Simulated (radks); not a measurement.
Problem. The mean radii <r> (bohr) of the occupied orbitals of an atom or ion are listed with their occupations. Calculated with a radial shooting solver on a logarithmic mesh with Libxc functionals: scalar-relativistic Kohn-Sham, PBEsol, spin-polarised, spherical densities, finite nucleus; Fermi nuclear charge, rms radius of each element as measured or else 0.836 A^(1/3) + 0.57 fm.

orbital  occ.      <r>
1s up       1  0.02075
1s down     1  0.02075
2s up       1  0.08815
2s down     1  0.08815
2p up       3  0.07810
2p down     3  0.07810
3s up       1   0.2295
3s down     1   0.2294
3p up       3   0.2283
3p down     3   0.2283
3d up       5   0.2072
3d down     5   0.2072
4s up       1   0.4940
4s down     1   0.4941
4p up       3   0.5139
4p down     3   0.5140
4d up       5   0.5291
4d down     4   0.5293

Name the element and its charge. Open shells, if any, are filled with parallel spins first.

Solution. Z = 67, holmium, charge +22: Ho22+ in [Kr] 4d9. The 1s radius gives Z: for a bare nucleus <r> = (2 gamma + 1)/(2Z) with gamma = sqrt(1 - (Z/c)^2), 0.02048 bohr for Z = 67, and screening makes it slightly larger (0.02075 here). The occupations add up to 45, and the charge is Z minus that.
